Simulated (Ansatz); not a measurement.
Breaking the In1–I4 bond in H2IIn (SMILES [InH2][I]) (multiplicity 1 held, fragments rigid). Energies count from the point at 2.700 Å.
Geometry at that point (charge 0, multiplicity 1):
```xyz
4

In    -0.7264    -1.1355     0.1996
H     -0.0696    -2.1741     1.3945
H     -2.1191    -1.2475    -0.7931
I      0.7129     1.1144    -0.1958
```

Signs of static correlation in def2-SVP, with CASSCF(6,4), from Ansatz (a program for electronic structure) runs.

```
R (Å)  T1 of restricted CCSD  ⟨S²⟩ of UHF  largest double amplitude of restricted CCSD  weight of the CASSCF reference in MRCISD  CASSCF natural occupations
-----  ---------------------  -----------  -------------------------------------------  ----------------------------------------  --------------------------
2.160                  0.009        0.000                                        0.030                                     0.915         2.00 2.00 1.99 0.01
2.430                  0.011        0.000                                        0.050                                     0.914         2.00 2.00 1.99 0.01
2.700                  0.012        0.000                                        0.056                                     0.913         2.00 2.00 1.98 0.02
2.970                  0.013        0.000                                        0.065                                     0.913         2.00 2.00 1.97 0.03
3.240                  0.015        0.000                                        0.090                                     0.913         2.00 2.00 1.96 0.04
3.645                  0.021        0.000                                        0.129                                     0.913         2.00 2.00 1.92 0.08
4.050                  0.033        0.587                                        0.178                                     0.914         2.00 2.00 1.85 0.15
4.725                  0.073        0.932                                        0.317                                     0.915         2.00 2.00 1.58 0.42
5.400                    [?]        0.996                                          [?]                                     0.915         2.00 2.00 1.27 0.73
6.210                  0.197        1.009                                        1.008                                     0.916         2.00 2.00 1.10 0.90
7.290                  0.224        1.010                                        1.266                                     0.916         2.00 2.00 1.02 0.98
8.640                  0.220        1.010                                        1.300                                     0.916         2.00 2.00 1.00 1.00
```

**Question.** Complete the blanks.

**Answer.** 
- 5.400, T1 of restricted CCSD: 0.135
- 5.400, largest double amplitude of restricted CCSD: 0.604

Doubts at one or more of the structures used: active orbitals that take no part (SC-NEVPT2 on CASSCF(6,4)/def2-SVP); a restricted determinant that unrestricted orbitals would lower (R-CCSD(T)/def2-SVP); T1 above 0.05 (R-CCSD(T)/def2-SVP, U-CCSD(T)/def2-SVP); other coupled-cluster roots lie near (R-CCSD(T)/def2-SVP); a spin-contaminated determinant (U-CCSD(T)/def2-SVP).
